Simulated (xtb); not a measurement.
C4H8O (SMILES C1CCOC1), singlet, from a rough starting geometry; GFN2-xTB run with xtb.

The xtb input:
```
$ xtb mol.xyz --gfn 2 --opt vtight --json

# file mol.xyz
13

C     -0.26595047     1.01783807    -0.20216170
C      0.92653722     0.28372029     0.49677224
C      0.73705068    -1.07757704    -0.05339273
O     -0.65737267    -1.33136859    -0.16694242
C     -1.33224109    -0.05223115    -0.12373351
H     -0.57593876     1.90219508     0.24393266
H     -0.00944137     1.21302352    -1.27110447
H      1.93789213     0.75796248     0.17660795
H      0.84352615     0.43517231     1.54634281
H      1.13911273    -1.81127103     0.70158232
H      1.24637997    -1.31800735    -1.02396910
H     -1.87411013     0.05391981     0.82491238
H     -2.02223410    -0.00429909    -0.98215527
```

Task: What does xtb print? Leave out banner, timings and long lists.

Result: 
```
   ID    Z sym.   atoms
    1    6 C      1-3, 5
    2    8 O      4
    3    1 H      6-13

           -------------------------------------------------
          |                Calculation Setup                |
           -------------------------------------------------

           -------------------------------------------------
          |                 G F N 2 - x T B                 |
           -------------------------------------------------

          ...................................................
          :                      SETUP                      :
          :.................................................:
          :  # basis functions                  28          :
          :  # atomic orbitals                  28          :
          :  # shells                           18          :
          :  # electrons                        30          :
          :  max. iterations                   250          :
          :  Hamiltonian                  GFN2-xTB          :
          :  restarted?                      false          :
          :  GBSA solvation                  false          :
          :  PC potential                    false          :
          :  electronic temp.          300.0000000     K    :
          :  accuracy                    1.0000000          :
          :  -> integral cutoff          0.2500000E+02      :
          :  -> integral neglect         0.1000000E-07      :
          :  -> SCF convergence          0.1000000E-05 Eh   :
          :  -> wf. convergence          0.1000000E-03 e    :
          :  Broyden damping             0.4000000          :
          :  net charge                          0          :
          :  unpaired electrons                  0          :
          ...................................................

 iter      E             dE          RMSdq      gap      omega  full diag
   1    -16.8292899 -0.168293E+02  0.402E+00   11.26       0.0  T
   2    -16.8759533 -0.466634E-01  0.213E+00   10.64       1.0  T
   3    -16.8764421 -0.488805E-03  0.953E-01   10.73       1.0  T
   4    -16.8766396 -0.197456E-03  0.104E-01   10.75       1.0  T
   5    -16.8766627 -0.231314E-04  0.606E-02   10.76       1.0  T
   6    -16.8766635 -0.806088E-06  0.651E-03   10.77       4.3  T
   7    -16.8766637 -0.216331E-06  0.326E-03   10.76       8.5  T
   8    -16.8766637 -0.103430E-07  0.144E-03   10.76      19.3  T
   9    -16.8766637 -0.199418E-08  0.379E-04   10.76      73.2  T
  10    -16.8766637 -0.468987E-09  0.721E-05   10.76     384.6  T

   *** convergence criteria satisfied after 10 iterations ***

         :::::::::::::::::::::::::::::::::::::::::::::::::::::
         ::                     SUMMARY                     ::
         :::::::::::::::::::::::::::::::::::::::::::::::::::::
         :: total energy             -16.694587127883 Eh    ::
         :: gradient norm              0.118755702754 Eh/a0 ::
         :: HOMO-LUMO gap             10.764346525724 eV    ::
         ::.................................................::
         :: SCC energy               -16.876658498947 Eh    ::
         :: -> isotropic ES            0.020513366656 Eh    ::
         :: -> anisotropic ES          0.003588176567 Eh    ::
         :: -> anisotropic XC          0.005069032660 Eh    ::
         :: -> dispersion             -0.006553024245 Eh    ::
         :: repulsion energy           0.182071371064 Eh    ::
         :: add. restraining           0.000000000000 Eh    ::
         :: total charge               0.000000000000 e     ::
         :::::::::::::::::::::::::::::::::::::::::::::::::::::

      -----------------------------------------------------------
     |                   =====================                   |
     |                        A N C O P T                        |
     |                   =====================                   |
     |               Approximate Normal Coordinate               |
[...]
 * total energy  :   -16.6945871 Eh     change       -0.1057643E-10 Eh
 * total energy  :   -16.7055321 Eh     change       -0.1094496E-01 Eh
 * total energy  :   -16.7068393 Eh     change       -0.1307231E-02 Eh
 * total energy  :   -16.7068959 Eh     change       -0.5654307E-04 Eh
 * total energy  :   -16.7069049 Eh     change       -0.9017571E-05 Eh
 * total energy  :   -16.7069057 Eh     change       -0.7996681E-06 Eh
 * total energy  :   -16.7069059 Eh     change       -0.2604316E-06 Eh
 * total energy  :   -16.7069060 Eh     change       -0.3768973E-07 Eh
   *** GEOMETRY OPTIMIZATION CONVERGED AFTER 8 ITERATIONS ***
         :: total energy             -16.706905978521 Eh    ::
[...]
        20                          0.1261514               3.4328
        21                          0.1342326               3.6527
        22                          0.1587013               4.3185
        23                          0.1629743               4.4348
        24                          0.2051411               5.5822
        25                          0.2210171               6.0142
        26                          0.2581587               7.0249
       ...                                ...                  ...
        28                          0.3074645               8.3665
      -------------------------------------------------------------
                  HL-Gap            0.4053041 Eh           11.0289 eV
             Fermi-level           -0.1837549 Eh           -5.0002 eV

     #   Z          covCN         q      C6AA      α(0)
     1   6 C        3.827    -0.062    21.667     6.623
     2   6 C        3.826    -0.062    21.667     6.623
     3   6 C        3.741     0.081    19.305     6.269
     4   8 O        1.700    -0.326    19.456     5.955
     5   6 C        3.740     0.081    19.310     6.270
     6   1 H        0.925     0.038     2.480     2.463
     7   1 H        0.924     0.041     2.436     2.441
     8   1 H        0.925     0.038     2.482     2.464
     9   1 H        0.924     0.041     2.432     2.439
    10   1 H        0.924     0.038     2.480     2.463
    11   1 H        0.923     0.028     2.622     2.532
    12   1 H        0.923     0.028     2.611     2.527
    13   1 H        0.924     0.037     2.489     2.467

 Mol. C6AA /au·bohr⁶  :       1231.264696
 Mol. C8AA /au·bohr⁸  :      25872.003755
 Mol. α(0) /au        :         51.535133

Wiberg/Mayer (AO) data.
largest (>0.10) Wiberg bond orders for each atom

 ---------------------------------------------------------------------------
     #   Z sym  total        # sym  WBO       # sym  WBO       # sym  WBO
 ---------------------------------------------------------------------------
     1   6 C    3.997 --     2 C    1.007     5 C    1.001     7 H    0.980
                             6 H    0.980
     2   6 C    3.997 --     1 C    1.007     3 C    1.001     9 H    0.980
                             8 H    0.980
     3   6 C    3.958 --     2 C    1.001     4 O    0.981    10 H    0.973
                            11 H    0.972
     4   8 O    2.053 --     3 C    0.981     5 C    0.980
     5   6 C    3.958 --     1 C    1.001     4 O    0.980    13 H    0.973
                            12 H    0.972
     6   1 H    0.999 --     1 C    0.980
     7   1 H    0.998 --     1 C    0.980
     8   1 H    0.999 --     2 C    0.980
     9   1 H    0.998 --     2 C    0.980
    10   1 H    0.999 --     3 C    0.973
    11   1 H    0.999 --     3 C    0.972
    12   1 H    0.999 --     5 C    0.972
    13   1 H    0.999 --     5 C    0.973
 ---------------------------------------------------------------------------

Topologies differ in total number of bonds
Writing topology from bond orders to xtbtopo.mol

molecular dipole:
                 x           y           z       tot (Debye)
 q only:        0.295       0.589       0.080
   full:        0.354       0.707       0.094       2.023
molecular quadrupole (traceless):
                xx          xy          yy          xz          yz          zz
 q only:        1.613      -2.340      -1.792       0.183      -0.497       0.179
  q+dip:        0.778      -2.694      -3.326      -0.508      -0.714       2.548
   full:        1.385      -2.844      -2.865      -0.205      -0.661       1.480

optimized geometry written to: xtbopt.xyz

           -------------------------------------------------
          | TOTAL ENERGY              -16.706905978521 Eh   |
          | GRADIENT NORM               0.000078994200 Eh/α |
          | HOMO-LUMO GAP              11.028886646077 eV   |
           -------------------------------------------------

normal termination of xtb
```
